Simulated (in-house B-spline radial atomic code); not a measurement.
A radial electron density 4πr²n(r) was computed for an atom or ion in its tabulated ground configuration with an all-electron radial atomic-structure program (B-spline basis); method: Dirac-Hartree-Fock, average of configuration. Columns: r (bohr), 4πr²n(r) (electrons per bohr), bar.

```
 0.00175    1.486 #
 0.00213     2.11 ##
 0.00259    2.972 ##
 0.00315    4.156 ###
 0.00383    5.759 #####
 0.00466    7.903 ######
 0.00567     10.7 ########
 0.00689    14.23 ###########
 0.00839    18.62 ###############
  0.0102    23.75 ###################
  0.0124    29.43 #######################
  0.0151    35.31 ############################
  0.0184    40.68 ################################
  0.0223    44.57 ###################################
  0.0272    46.39 #####################################
   0.033    45.66 ####################################
  0.0402    42.87 ##################################
  0.0489    39.64 ###############################
  0.0594    38.31 ##############################
  0.0723    40.74 ################################
  0.0879    46.74 #####################################
   0.107    53.25 ##########################################
    0.13    55.47 ############################################
   0.158    50.64 ########################################
   0.192    40.95 ################################
   0.234    32.86 ##########################
   0.285    32.04 #########################
   0.346    36.65 #############################
   0.421    39.39 ###############################
   0.512    34.67 ############################
   0.623     24.1 ###################
   0.758    13.78 ###########
   0.922    7.848 ######
    1.12    5.781 #####
    1.36    4.834 ####
    1.66     3.38 ###
    2.02    1.732 #
    2.46   0.6034 
    2.99   0.1366 
    3.63   0.0187 
    4.42 0.001331 
    5.37 4.632e-05
```

**Question.** Which atom or ion is it?
A. Zr5+
B. Kr4+
C. Rb5+
D. Rb4+

**Answer.** D. The area under the curve, ∫4πr²n dr = ∫r·4πr²n d(ln r) on this logarithmic grid, is 33 electrons, which only this option has. The configuration is [Ar] 3d10 4s2 4p3.
